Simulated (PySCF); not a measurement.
Input file for PySCF: R-HF/3-21G on SbAs, 2S+1 = 1, a spin state set in the input, which need not be the lowest, a point of a bond scan (R = 2.416 Å).

```python
from pyscf import gto, scf, dft, mp
from pyscf.data.elements import chemcore

mol = gto.M(
    atom='''
    As    0.00000000    0.00000000    0.00000000
    Sb    0.00000000    0.00000000    2.41566000
    ''',
    basis='3-21g',
    charge=0, spin=0, verbose=3, max_memory=1800)
mf = scf.RHF(mol)
mf.conv_tol = 1e-8
mf.max_cycle = 100
mf.kernel()
if not mf.converged:
    mf = mf.newton().run(mf.mo_coeff, mf.mo_occ)
```

Task: What total energy does the run end on?

Result: -8509.0847 hartree.
